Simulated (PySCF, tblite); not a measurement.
Isomers of C6H10N2. All values are computed: GFN2-xTB (tblite) harmonic vibrations without scaling, gas phase. Against measured fundamentals such values can be off by several per cent, at times by over 20. One conformer each.

Electronic energies: PBE0/pcSseg-1 single points on the GFN2-xTB geometries (PySCF, gas phase).

| SMILES | electronic energy, lowest = 0 (kJ/mol) |
| --- | --- |
| CCc1cc(C)[nH]n1 | 0.0 |
| C=C/C=N/N=C\CC | 218.3 |
| N#CC1CCNCC1 | 31.6 |
| C=C/C(CC)=N\N=C | 240.0 |
| C=C/C(C)=N/N=C\C | 196.7 |
| C#CCNN=C(C)C | 297.3 |

Problem. How do GFN2-xTB zero-point energies change the relative energies?

Solution. 
```csv
SMILES,ZPE (kJ/mol),of it from modes above 1550 cm⁻¹,electronic (kJ/mol),"with ZPE, lowest = 0 (kJ/mol)",lowest mode (cm⁻¹),rings
CCc1cc(C)[nH]n1,399.4,193.5,0.0,0.0,41,1
N#CC1CCNCC1,405.7,194.0,31.6,37.9,109,1
C=C/C(C)=N/N=C\C,386.6,212.6,196.7,183.9,66,0
C=C/C=N/N=C\CC,388.3,211.6,218.3,207.2,27,0
C=C/C(CC)=N\N=C,388.0,212.5,240.0,228.6,53,0
C#CCNN=C(C)C,385.9,207.1,297.3,283.7,45,0
```

The zero-point energies span 19.8 kJ/mol, from `C#CCNN=C(C)C` to `N#CC1CCNCC1`. The order is unchanged.

Problem. And how do the electronic energies of GFN2-xTB itself compare?

Solution. `CCc1cc(C)[nH]n1` 0.0; `N#CC1CCNCC1` 66.9; `C=C/C(C)=N/N=C\C` 178.3; `C=C/C=N/N=C\CC` 197.7; `C=C/C(CC)=N\N=C` 205.8; `C#CCNN=C(C)C` 271.4 kJ/mol, lowest = 0. Against the energies above, taken from the same isomer `CCc1cc(C)[nH]n1`, the largest difference is 35.3 kJ/mol.

Problem. What do entropy and thermal enthalpy add at 298.15 K and 1 bar (rigid rotor, harmonic oscillator, one conformer each)?

Solution. 
```json
{"SMILES": "CCc1cc(C)[nH]n1", "point group": "C1", "symmetry number": "1", "S (J/(mol K))": "384.7", "H − H(0) (kJ/mol)": "25.10", "ZPE + H − H(0) − TS (kJ/mol)": "309.8"}
{"SMILES": "N#CC1CCNCC1", "point group": "Cs", "symmetry number": "1", "S (J/(mol K))": "351.5", "H − H(0) (kJ/mol)": "21.81", "ZPE + H − H(0) − TS (kJ/mol)": "322.8"}
{"SMILES": "C=C/C(C)=N/N=C\\C", "point group": "C1", "symmetry number": "1", "S (J/(mol K))": "403.9", "H − H(0) (kJ/mol)": "28.24", "ZPE + H − H(0) − TS (kJ/mol)": "294.5"}
{"SMILES": "C=C/C=N/N=C\\CC", "point group": "C1", "symmetry number": "1", "S (J/(mol K))": "405.6", "H − H(0) (kJ/mol)": "27.41", "ZPE + H − H(0) − TS (kJ/mol)": "294.8"}
{"SMILES": "C=C/C(CC)=N\\N=C", "point group": "C1", "symmetry number": "1", "S (J/(mol K))": "395.4", "H − H(0) (kJ/mol)": "27.32", "ZPE + H − H(0) − TS (kJ/mol)": "297.4"}
{"SMILES": "C#CCNN=C(C)C", "point group": "C1", "symmetry number": "1", "S (J/(mol K))": "408.9", "H − H(0) (kJ/mol)": "28.78", "ZPE + H − H(0) − TS (kJ/mol)": "292.7"}
```
